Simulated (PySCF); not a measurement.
PySCF input for Si(OMe)(NH2) (CH5NOSi), SMILES O(C)[Si]N (connectivity only; charge and spin as stated), neutral, multiplicity 1, B3LYP-D3(BJ)/def2-SVP. 

```python
import numpy as np
from pyscf import gto, scf, dft
from pyscf.geomopt import geometric_solver

mol = gto.M(
    atom='''
    Si   -0.30633611    0.41320494    0.91233714
    O     1.01940471    0.11485035    0.01502435
    C     1.25811049   -0.46525514   -1.22931830
    H     0.73685845    0.08014115   -2.02258100
    H     2.33252138   -0.42847402   -1.42202782
    H     0.93105667   -1.50981595   -1.24324183
    N    -1.61616060   -0.18460943   -0.02437319
    H    -1.52750432   -0.62238000   -0.93295297
    H    -2.57500310   -0.13934631    0.27441082
    ''',
    basis='def2-SVP',
    charge=0,
    spin=0,
    max_memory=1600,
    verbose=3,
)
mf = dft.RKS(mol, xc='b3lyp').density_fit(auxbasis='def2-universal-jkfit')
mf.disp = 'd3bj'
mf.grids.level = 3
mf.conv_tol = 1e-9
mf.max_cycle = 100
mf.kernel()
grad = mf.nuc_grad_method()
grad.grid_response = mol.nao <= 150
conv, mol_eq = geometric_solver.kernel(grad, convergence_set='GAU_TIGHT', maxsteps=100)
print(mol_eq.tostring(format='xyz'))
mf.reset(mol_eq)
mf.kernel()
```

Output:

```
[...]
4 H    -0.0000287542     0.0000069188     0.0000198260
5 H     0.0000031926     0.0000204530    -0.0000092843
6 N    -0.0000916889     0.0000385429    -0.0000768521
7 H     0.0000146133    -0.0000489631    -0.0000028738
8 H    -0.0000283066    -0.0000236419     0.0000226651
----------------------------------------------
cycle 33: E = -460.422688712  dE = -2.50067e-07  norm(grad) = 0.000224265
Step   32 : Displace = 4.866e-04/7.922e-04 (rms/max) Trust = 3.000e-01 (=) Grad = 7.476e-05/1.607e-04 (rms/max) E (change) = -460.4226887121 (-2.501e-07) Quality = 1.607
Hessian Eigenvalues: 3.13813e-05 2.38229e-04 1.29066e-03 ... 4.65964e-01 4.79315e-01 5.49765e-01

Geometry optimization cycle 34
Cartesian coordinates (Angstrom)
 Atom        New coordinates             dX        dY        dZ
  Si  -0.154903   0.570384   0.926616    0.034715 -0.008176  0.009080
   O   1.132417   0.156916  -0.070723    0.017734 -0.040379 -0.000145
   C   1.164665  -0.540724  -1.290107   -0.009807 -0.030216 -0.007037
   H   0.575126  -0.029100  -2.074531    0.000070 -0.005595  0.001082
   H   2.206548  -0.609998  -1.641232   -0.013475 -0.057299 -0.013738
   H   0.771635  -1.570135  -1.187772   -0.039241 -0.020220 -0.014507
   N  -1.500585  -0.100135   0.059094    0.008825  0.041892  0.008742
   H  -1.497977  -0.611237  -0.821190   -0.011603  0.050303  0.003488
   H  -2.443978  -0.007654   0.427122    0.012781  0.069691  0.013035
converged SCF energy = -460.422689144785
--------------- DFRKS_Scanner gradients ---------------
         x                y                z
0 Si     0.0001608869     0.0000083221    -0.0000140277
1 O    -0.0000501710     0.0000044639     0.0000190298
2 C     0.0000045163     0.0000025001     0.0000389326
3 H     0.0000026334    -0.0000024337    -0.0000006356
4 H    -0.0000241279     0.0000045042     0.0000120323
5 H     0.0000037501     0.0000168920    -0.0000095664
6 N    -0.0000662476     0.0000140400    -0.0000428441
7 H     0.0000103314    -0.0000384057    -0.0000228608
8 H    -0.0000415715    -0.0000098829     0.0000199399
----------------------------------------------
cycle 34: E = -460.422689145  dE = -4.32646e-07  norm(grad) = 0.000206138
Step   33 : Displace = 1.758e-03/2.902e-03 (rms/max) Trust = 3.000e-01 (=) Grad = 6.871e-05/1.617e-04 (rms/max) E (change) = -460.4226891448 (-4.326e-07) Quality = 1.238
Hessian Eigenvalues: 3.81223e-05 2.44338e-04 1.28329e-03 ... 4.64834e-01 4.76480e-01 5.36475e-01

Geometry optimization cycle 35
Cartesian coordinates (Angstrom)
 Atom        New coordinates             dX        dY        dZ
  Si  -0.158990   0.558270   0.932894   -0.004087 -0.012114  0.006279
   O   1.131743   0.146433  -0.060841   -0.000673 -0.010483  0.009882
   C   1.167053  -0.541511  -1.285643    0.002388 -0.000788  0.004464
   H   0.583223  -0.021348  -2.068741    0.008097  0.007753  0.005789
   H   2.210312  -0.612086  -1.632478    0.003764 -0.002088  0.008754
   H   0.769537  -1.570162  -1.193359   -0.002098 -0.000027 -0.005587
   N  -1.503153  -0.098093   0.052534   -0.002569  0.002043 -0.006561
   H  -1.498637  -0.600398  -0.832779   -0.000660  0.010839 -0.011589
   H  -2.448139  -0.002789   0.415690   -0.004161  0.004865 -0.011432
converged SCF energy = -460.422689411173
--------------- DFRKS_Scanner gradients ---------------
         x                y                z
0 Si     0.0000824700     0.0000077026    -0.0000166009
1 O    -0.0000326401    -0.0000031667     0.0000065263
2 C     0.0000030041     0.0000128251     0.0000390609
3 H     0.0000004790    -0.0000016698    -0.0000046078
4 H    -0.0000116127    -0.0000006209     0.0000011804
5 H     0.0000031412     0.0000057044    -0.0000052753
6 N    -0.0000157915    -0.0000095962    -0.0000042925
7 H     0.0000004627    -0.0000132781    -0.0000251193
8 H    -0.0000295126     0.0000020996     0.0000091280
----------------------------------------------
cycle 35: E = -460.422689411  dE = -2.66388e-07  norm(grad) = 0.000110954
Step   34 : Displace = 1.094e-03/1.685e-03 (rms/max) Trust = 3.000e-01 (=) Grad = 3.698e-05/8.448e-05 (rms/max) E (change) = -460.4226894112 (-2.664e-07) Quality = 1.338
Hessian Eigenvalues: 3.74865e-05 1.73817e-04 1.27596e-03 ... 4.61969e-01 4.74117e-01 5.18206e-01

Geometry optimization cycle 36
Cartesian coordinates (Angstrom)
 Atom        New coordinates             dX        dY        dZ
  Si  -0.163925   0.550624   0.936543   -0.004935 -0.007646  0.003649
   O   1.130218   0.141678  -0.054098   -0.001525 -0.004755  0.006743
   C   1.169248  -0.540214  -1.282201    0.002195  0.001297  0.003442
   H   0.588706  -0.015616  -2.064791    0.005483  0.005732  0.003950
   H   2.213690  -0.610087  -1.625675    0.003378  0.001999  0.006803
   H   0.770419  -1.568932  -1.196394    0.000882  0.001231 -0.003035
   N  -1.505456  -0.098946   0.047386   -0.002303 -0.000853 -0.005148
   H  -1.498201  -0.596513  -0.840552    0.000437  0.003885 -0.007774
   H  -2.451751  -0.003679   0.407060   -0.003612 -0.000889 -0.008630
converged SCF energy = -460.422689469224
--------------- DFRKS_Scanner gradients ---------------
         x                y                z
0 Si     0.0000094782     0.0000011847    -0.0000099616
1 O    -0.0000108730    -0.0000034161     0.0000003024
2 C    -0.0000012379     0.0000122739     0.0000223583
3 H    -0.0000013067    -0.0000003243    -0.0000053477
4 H     0.0000027603    -0.0000027455    -0.0000055210
5 H     0.0000002325    -0.0000040683    -0.0000018341
6 N     0.0000106777    -0.0000067039     0.0000076955
7 H    -0.0000015012    -0.0000002127    -0.0000096617
8 H    -0.0000082299     0.0000040121     0.0000019699
----------------------------------------------
cycle 36: E = -460.422689469  dE = -5.80511e-08  norm(grad) = 3.83416e-05
Step   35 : Displace = 5.228e-04/8.858e-04 (rms/max) Trust = 3.000e-01 (=) Grad = 1.278e-05/2.554e-05 (rms/max) E (change) = -460.4226894692 (-5.805e-08) Quality = 1.138
Hessian Eigenvalues: 3.52480e-05 1.66304e-04 1.28786e-03 ... 4.56270e-01 4.73118e-01 5.06371e-01

Geometry optimization cycle 37
Cartesian coordinates (Angstrom)
 Atom        New coordinates             dX        dY        dZ
  Si  -0.163110   0.548721   0.937687    0.000815 -0.001903  0.001144
   O   1.130780   0.138702  -0.052876    0.000562 -0.002976  0.001222
   C   1.169132  -0.541485  -1.281960   -0.000116 -0.001270  0.000241
   H   0.589998  -0.014629  -2.064069    0.001292  0.000987  0.000722
   H   2.213619  -0.612856  -1.624979   -0.000071 -0.002769  0.000696
   H   0.768284  -1.569554  -1.197839   -0.002135 -0.000622 -0.001445
   N  -1.505421  -0.096876   0.046841    0.000036  0.002070 -0.000545
   H  -1.498629  -0.593321  -0.841720   -0.000428  0.003192 -0.001167
   H  -2.451706  -0.000387   0.406192    0.000045  0.003292 -0.000868
converged SCF energy = -460.422689474431
--------------- DFRKS_Scanner gradients ---------------
         x                y                z
0 Si    -0.0000045556    -0.0000004314    -0.0000043618
1 O    -0.0000025942    -0.0000029316    -0.0000027432
2 C    -0.0000006822     0.0000058329     0.0000095122
3 H    -0.0000001843    -0.0000006636    -0.0000019078
4 H     0.0000015410    -0.0000015472    -0.0000026882
5 H     0.0000003880    -0.0000018137    -0.0000003921
6 N     0.0000085321    -0.0000011473     0.0000046113
7 H    -0.0000007836     0.0000007349    -0.0000023477
8 H    -0.0000016612     0.0000019668     0.0000003173
----------------------------------------------
cycle 37: E = -460.422689474  dE = -5.2072e-09  norm(grad) = 1.77836e-05
Step   36 : Displace = 4.422e-05/9.567e-05 (rms/max) Trust = 3.000e-01 (=) Grad = 5.928e-06/1.118e-05 (rms/max) E (change) = -460.4226894744 (-5.207e-09) Quality = 1.230
Hessian Eigenvalues: 4.26212e-05 1.44524e-04 1.25876e-03 ... 4.47892e-01 4.72633e-01 5.02931e-01

Geometry optimization cycle 38
Cartesian coordinates (Angstrom)
 Atom        New coordinates             dX        dY        dZ
  Si  -0.164108   0.548090   0.937911   -0.000998 -0.000631  0.000224
   O   1.130374   0.138886  -0.052226   -0.000406  0.000185  0.000649
   C   1.169506  -0.540868  -1.281536    0.000374  0.000616  0.000424
   H   0.590799  -0.013764  -2.063788    0.000801  0.000865  0.000281
   H   2.214205  -0.612033  -1.623938    0.000586  0.000823  0.001042
   H   0.768678  -1.568993  -1.198017    0.000395  0.000561 -0.000178
   N  -1.505809  -0.097576   0.046185   -0.000388 -0.000700 -0.000656
   H  -1.498420  -0.593774  -0.842506    0.000209 -0.000453 -0.000786
   H  -2.452279  -0.001654   0.405192   -0.000573 -0.001267 -0.001001
converged SCF energy = -460.422689475453
--------------- DFRKS_Scanner gradients ---------------
         x                y                z
0 Si    -0.0000029381    -0.0000007539    -0.0000004358
1 O     0.0000003622    -0.0000006553    -0.0000022355
2 C     0.0000000995     0.0000016415     0.0000018178
3 H     0.0000005457    -0.0000007198     0.0000000922
4 H    -0.0000001407    -0.0000003654     0.0000000492
5 H     0.0000000811    -0.0000005642     0.0000003130
6 N     0.0000020634     0.0000013127     0.0000003006
7 H    -0.0000001099    -0.0000001997    -0.0000000637
8 H     0.0000000369     0.0000003041     0.0000001622
----------------------------------------------
cycle 38: E = -460.422689475  dE = -1.02176e-09  norm(grad) = 5.34865e-06
Step   37 : Displace = 1.672e-04/2.712e-04 (rms/max) Trust = 3.000e-01 (=) Grad = 1.783e-06/3.064e-06 (rms/max) E (change) = -460.4226894755 (-1.022e-09) Quality = 0.814
Hessian Eigenvalues: 4.26771e-05 1.99357e-04 1.26495e-03 ... 4.45099e-01 4.72434e-01 5.02829e-01

Geometry optimization cycle 39
Cartesian coordinates (Angstrom)
 Atom        New coordinates             dX        dY        dZ
  Si  -0.163591   0.548273   0.937877    0.000517  0.000183 -0.000035
   O   1.130597   0.138659  -0.052472    0.000223 -0.000227 -0.000246
   C   1.169319  -0.541194  -1.281743   -0.000187 -0.000326 -0.000207
   H   0.590579  -0.014005  -2.063915   -0.000220 -0.000241 -0.000126
   H   2.213934  -0.612630  -1.624348   -0.000272 -0.000597 -0.000411
   H   0.768263  -1.569216  -1.198070   -0.000415 -0.000223 -0.000053
   N  -1.505626  -0.097154   0.046471    0.000183  0.000422  0.000285
   H  -1.498523  -0.593449  -0.842168   -0.000103  0.000325  0.000337
   H  -2.452005  -0.000970   0.405647    0.000274  0.000684  0.000455
converged SCF energy = -460.42268947538
--------------- DFRKS_Scanner gradients ---------------
         x                y                z
0 Si     0.0000024135     0.0000012682     0.0000014610
1 O    -0.0000006255     0.0000000239    -0.0000003554
2 C     0.0000003430    -0.0000001703     0.0000001060
3 H     0.0000003505    -0.0000004252     0.0000001857
4 H    -0.0000004396    -0.0000001440     0.0000003921
5 H     0.0000001463     0.0000000682     0.0000003568
6 N     0.0000001437     0.0000005950    -0.0000007406
7 H     0.0000002853    -0.0000017433    -0.0000025200
8 H    -0.0000026173     0.0000005275     0.0000011145
----------------------------------------------
cycle 39: E = -460.422689475  dE = 7.32143e-11  norm(grad) = 5.46517e-06
Step   38 : Displace = 1.297e-05/2.530e-05 (rms/max) Trust = 3.000e-01 (=) Grad = 1.822e-06/3.093e-06 (rms/max) E (change) = -460.4226894754 (+7.321e-11) Quality = -0.377
Hessian Eigenvalues: 4.26771e-05 1.99357e-04 1.26495e-03 ... 4.45099e-01 4.72434e-01 5.02829e-01
Converged! =D

9
XYZ from PySCF
Si         -0.16359093        0.54827331        0.93787671
O           1.13059726        0.13865938       -0.05247236
C           1.16931934       -0.54119390       -1.28174344
H           0.59057879       -0.01400505       -2.06391453
H           2.21393365       -0.61263008       -1.62434834
H           0.76826287       -1.56921578       -1.19806964
N          -1.50562591       -0.09715357        0.04647061
H          -1.49852259       -0.59344885       -0.84216839
H          -2.45200491       -0.00096988        0.40564660
converged SCF energy = -460.422689475719
```

Self-consistency was reached.
